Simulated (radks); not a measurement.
Neutral thulium inside a hard spherical wall (all orbitals vanish at R), configuration held at [Xe] 4f13 6s2 and not refilled when levels cross. All-electron calculation, scalar-relativistic Kohn-Sham, PBE, spin-polarised, spherical densities, point nucleus; open shells are filled with parallel spins first (spin-orbit coupling, left out, can overturn this in heavy ions). Program: a radial shooting solver on a logarithmic mesh with Libxc functionals. Eigenvalues in eV for spin up, with the zero of energy where the potential of the charges vanishes at infinity; a dash marks a level that is unbound or too diffuse for the functional's potential to be trusted. A positive occupied level is held by the wall or, in an anion where self-interaction has pushed it up, behind a barrier. The pressure on the wall is -dE/dV.

| R (bohr) | E (hartree) | kinetic (hartree) | e(5s) | e(5p) | e(6s) | e(4f) | e(6p, empty) | e(5d, empty) | pressure (GPa) |
|---|---|---|---|---|---|---|---|---|---|
| free | -13567.4764 | 14749.046 | -53.586 | -27.050 | -3.888 | -3.468 | - | - | 0 |
| 20 | -13567.4764 | 14749.046 | -53.586 | -27.050 | -3.888 | -3.468 | -1.123 | -0.813 | < 0.0001 |
| 15 | -13567.4764 | 14749.046 | -53.584 | -27.048 | -3.886 | -3.467 | -1.107 | -0.808 | 0.000138 |
| 12 | -13567.4762 | 14749.049 | -53.558 | -27.022 | -3.867 | -3.441 | -1.022 | -0.770 | 0.00466 |
| 10 | -13567.4744 | 14749.065 | -53.444 | -26.909 | -3.776 | -3.330 | -0.778 | -0.641 | 0.0479 |
| 7 | -13567.4394 | 14749.263 | -52.426 | -25.908 | -2.768 | -2.331 | 1.136 | 0.428 | 1.67 |
| 6 | -13567.3806 | 14749.525 | -51.447 | -24.960 | -1.494 | -1.357 | 3.276 | 1.514 | 5.99 |
| 5 | -13567.2192 | 14750.155 | -49.718 | -23.317 | 1.447 | 0.409 | 7.905 | 3.602 | 24.6 |
| 4 | -13566.7082 | 14752.063 | -46.289 | -20.092 | 9.327 | 4.122 | 19.348 | 8.188 | 134 |
| 1.5 | -13504.5562 | 14949.228 | 91.188 | 139.06 | 452.42 | 131.31 | 509.58 | 212.90 | 179000 |
